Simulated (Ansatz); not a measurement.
`[CH3][Ge]([F])([F])[F]`. Total charge 0; spin multiplicity 1.

```xyz
8

C     0.2504    0.6301   -0.8337
Ge   -0.1949   -0.4902    0.6487
F    -0.0528    0.3014    2.1619
F    -1.8027   -1.0804    0.5921
F     0.7979   -1.8819    0.7670
H    -0.4220    1.4871   -0.8505
H     1.2793    0.9722   -0.7283
H     0.1448    0.0618   -1.7572
```

(1) What are the harmonic wavenumbers in cm⁻¹ at PBE0-D4/def2-TZVP (Ansatz, finite differences of forces, unscaled)? (Estimate.)

(2) Is this a minimum?

(3) Give the ideal-gas thermochemistry at 298.15 K and 1 bar (rigid rotor, harmonic oscillator; point group C3v, symmetry number 3).

(4) And at 400, 500, 600, 800 and 1000 K?

(5) Rotational constants (cm⁻¹)?

Results:

(1) Computed: 86, 170, 170, 238, 238, 277, 631, 739, 746, 746, 830, 830, 1279, 1447, 1447, 3081, 3182, 3182.

(2) Yes, all 18 modes are real.

(3) Zero-point energy 115.6 kJ/mol; H(298) − E = 136.1 kJ/mol; entropy 337.5 J/(mol·K), of which translation 170.9, rotation 102.1, vibration 64.5; G(298) − E = 35.5 kJ/mol. Modes under 100 cm⁻¹ are hindered rotations or soft bends, so the harmonic entropy is rough.

(4) 
```tsv
T (K)	H − E (kJ/mol)	S (J/mol/K)	G − E (kJ/mol)
400	146.9	368.7	-0.5
500	158.8	395.1	-38.8
600	171.6	418.4	-79.5
800	199.2	458.0	-167.2
1000	228.7	491.0	-262.2
```

(5) 0.1167, 0.1072, 0.1072.
